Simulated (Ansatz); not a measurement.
Computed with Ansatz on PBE0-D4/def2-TZVP structures; ΔE is electronic, products minus reactants. CCSD(T)/CBS is the MP2 limit (def2-TZVPP, def2-QZVPP) plus CCSD(T) − MP2 in def2-TZVPP, frozen cores. DFT in def2-TZVPP. B3LYP here is the variant with VWN-RPA as its local correlation; programs differ in this. Each species was taken in one conformer, which may not be the lowest.

Consider the formal exchange of groups at the Si–B bond: `FB(CCl)[SiH2]S` + `CSC` → `CS[SiH2]S` + `CB(F)CCl`.

`FB(CCl)[SiH2]S`:

```xyz
11

F     1.364   -1.863   -0.310
B     0.594   -0.782   -0.322
C     1.048    0.436   -1.205
Cl    1.812    1.358    0.148
Si   -1.066   -0.724    0.855
S    -2.050    1.176    0.723
H     0.256    1.062   -1.610
H     1.820    0.237   -1.947
H    -0.746   -1.091    2.262
H    -2.077   -1.691    0.346
H    -0.956    1.881    1.061
```

`CSC`:

Cartesian coordinates in Å:
```
C 1.066 0.859 0.055
S 0.698 -0.864 0.403
C -1.042 -0.888 -0.041
H 0.900 1.093 -0.999
H 2.119 1.017 0.286
H 0.466 1.525 0.678
H -1.185 -0.635 -1.093
H -1.403 -1.903 0.127
H -1.619 -0.203 0.584
```

`CS[SiH2]S`:

Z-matrix (Å, degrees):
```
C
S 1 1.815
H 1 1.090 2 110.6
H 1 1.089 2 106.8 3 -118.8
H 1 1.090 2 110.9 3 122.4
Si 2 2.118 1 99.9 3 -55.2
S 6 2.138 2 113.7 1 58.3
H 6 1.485 2 112.2 1 -57.8
H 6 1.482 2 104.7 1 -178.7
H 7 1.344 6 94.4 2 59.4
```

`CB(F)CCl`:

Z-matrix (Å, degrees):
```
C
B 1 1.556
H 1 1.091 2 112.7
H 1 1.098 2 108.0 3 -117.7
H 1 1.091 2 112.6 3 124.6
F 2 1.331 1 119.4 3 -153.2
C 2 1.579 1 124.0 3 26.7
Cl 7 1.800 2 101.7 1 -83.4
H 7 1.089 2 115.1 1 31.7
H 7 1.089 2 114.8 1 161.2
```

```json
{"level": "PBE-D4", "ΔE (kcal/mol)": "-32.3", "difference from CCSD(T)/CBS": "2.1"}
{"level": "PBE0-D4", "ΔE (kcal/mol)": "-33.7", "difference from CCSD(T)/CBS": "0.7"}
{"level": "B3LYP-D4", "ΔE (kcal/mol)": "-33.9", "difference from CCSD(T)/CBS": "0.5"}
{"level": "ωB97X-V", "ΔE (kcal/mol)": "-33.6", "difference from CCSD(T)/CBS": "0.8"}
{"level": "ωB97M-V", "ΔE (kcal/mol)": "-35.0", "difference from CCSD(T)/CBS": "-0.6"}
{"level": "B2PLYP", "ΔE (kcal/mol)": "-34.8", "difference from CCSD(T)/CBS": "-0.4"}
{"level": "r2SCAN", "ΔE (kcal/mol)": "-35.0", "difference from CCSD(T)/CBS": "-0.6"}
{"level": "B3LYP", "ΔE (kcal/mol)": "-34.3", "difference from CCSD(T)/CBS": "0.1"}
{"level": "SCS-MP2/def2-TZVPP", "ΔE (kcal/mol)": "-34.9", "difference from CCSD(T)/CBS": "-0.5"}
{"level": "CCSD(T)/def2-TZVPP", "ΔE (kcal/mol)": "-34.0", "difference from CCSD(T)/CBS": "0.4"}
{"level": "CCSD(T)/CBS", "ΔE (kcal/mol)": "-34.4", "difference from CCSD(T)/CBS": "0"}
```

Largest T1 diagnostic among the species: 0.013.

From PBE to PBE0 (25 % exact exchange), in def2-TZVPP and without D4, ΔE moves by −1.4 kcal/mol.
